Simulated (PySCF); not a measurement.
## Worked example: oscillator strength and radiative lifetime

Ga(Me)(NH2)2 (CH7GaN2), SMILES [CH3][Ga]([NH2])[NH2].

Geometry optimised at TPSSh-D3(BJ)/def2-SVP. The structure was generated by enumeration; whether it is a known compound was not checked. One conformer was computed; it need not be the lowest.

TDDFT-B3LYP/def2-SVPD run with PySCF 2.14.0 puts the first singlet state with f over 0.02 at 5.83 eV (vertical), with the transition dipole (0.443, -0.380, -0.561) in atomic units.

Problem. Find the oscillator strength, the wavelength and the radiative lifetime that this transition would have in vacuum if emission retraced absorption.

Solution. 
|μ|² = 0.6554 au, so |μ| = 2.06 D. ΔE = 5.83/27.211 = 0.2142 hartree. f = (2/3) ΔE |μ|² = 0.094 (the program prints 0.094).
λ = 1239.84/5.83 = 213 nm; ν = 47022 cm⁻¹.
Einstein's coefficient A = 0.6670 ν² f s⁻¹ (ν in cm⁻¹) = 1.4e8 s⁻¹, so τ = 1/A = 7.2 ns. This state is S2; the lower singlet has f = 0.000. The figure is the radiative limit of this one transition; relaxation, internal conversion, crossing to triplets and a medium change what is measured.
